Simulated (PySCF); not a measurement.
**Pb²⁺ (lead, charge +2) across methods**

[Xe] 4f14 5d10 6s1 6p1, high-spin 3P determinant (an excited configuration). All numbers are calculated (PySCF 2.14, scalar relativity by spin-free X2C-1e, in x2c-TZVPPall with one added diffuse shell each of s, p, d, f type (12s8p7d4f, 99 functions)). The B2PLYP total includes its PT2 part (frozen core); its orbital energies are those of the SCF part.

```
 method   E (hartree)  mean ε 5d β (eV)  mean ε 6s α (eV)  mean ε 6p α (eV)  Σ⟨r²⟩ (bohr²)   ⟨S²⟩
 r2SCAN     -20884.82           -39.744           -29.689           -19.155          48.35  2.003
  TPSSh     -20884.01           -40.178           -29.672           -19.228          48.49  2.002
    LDA     -20872.26           -39.453           -29.555           -18.941          48.50  2.001
    PBE     -20884.84           -39.202           -29.220           -18.819          48.57  2.001
    UHF  -20878.86846           -47.294           -33.413           -22.501          48.71  2.003
   PBE0     -20884.58           -41.526           -30.491           -19.883          48.47  2.001
 B2PLYP     -20883.32           -43.638           -31.559           -20.749          48.60  2.001
r2SCAN0     -20884.58           -41.919           -30.888           -20.146          48.32  2.003
```

Spin-orbit coupling, absent here, splits the open shell strongly.
